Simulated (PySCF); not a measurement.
Be(OH)(NH2) (BeH3NO), SMILES [NH2][Be][OH]. The structure is a stationary point at PBE0-D3(BJ)/def2-TZVP. The values are those of a single conformer.

Task: Give the equilibrium geometry at PBE0-D3(BJ)/def2-TZVP (PySCF confirms it by a frequency run) as bond lengths and angles, and its point group. (The exact figures need the calculation; the answer reports its results.)

Result: Several could match; the one computed here: point group Cs.
Atoms: Be1 O2 H3 N4 H5 H6. Bonded distances (Å): Be1–O2 1.430, Be1–N4 1.510, O2–H3 0.953, N4–H5 1.006, N4–H6 1.006. Angles (°): O2–Be1–N4 177.5, Be1–O2–H3 125.7, Be1–N4–H5 125.0, Be1–N4–H6 125.0, H5–N4–H6 110.0.
